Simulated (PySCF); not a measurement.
# Electron correlation in P⁺ (phosphorus, charge +1)

[Ne] 3s2 3p2, high-spin 3P determinant. Computed with PySCF 2.14 in x2c-SVPall, with scalar relativity by spin-free X2C-1e. Frozen: [Ne]; 4 electrons correlated.

MP2 pair energies summed by pair of shells (mhartree):

```tsv
pair	energy	share (%)
3s-3p	-29.63	59.6
3s-3s	-14.96	30.1
3p-3p	-5.09	10.2
```

Total MP2 correlation energy: -49.68 mhartree.

Same-spin part -8.02 and opposite-spin part -41.66 mhartree; SCS-MP2 scales them by 1/3 and 6/5 to -52.66 mhartree.

| level | correlation energy (mhartree) |
| --- | --- |
| CCSD | -69.72 |
| (T) | -0.95 |
| CCSD(T) | -70.67 |

Diagnostics: T1 = 0.0082, D1 = 0.0203, largest double amplitude 0.108.

Cost of the coupled-cluster step: 0.13 s of wall time on 1 thread of AMD EPYC 7R43 64-Core Processor (shared host), for 4 correlated electrons.
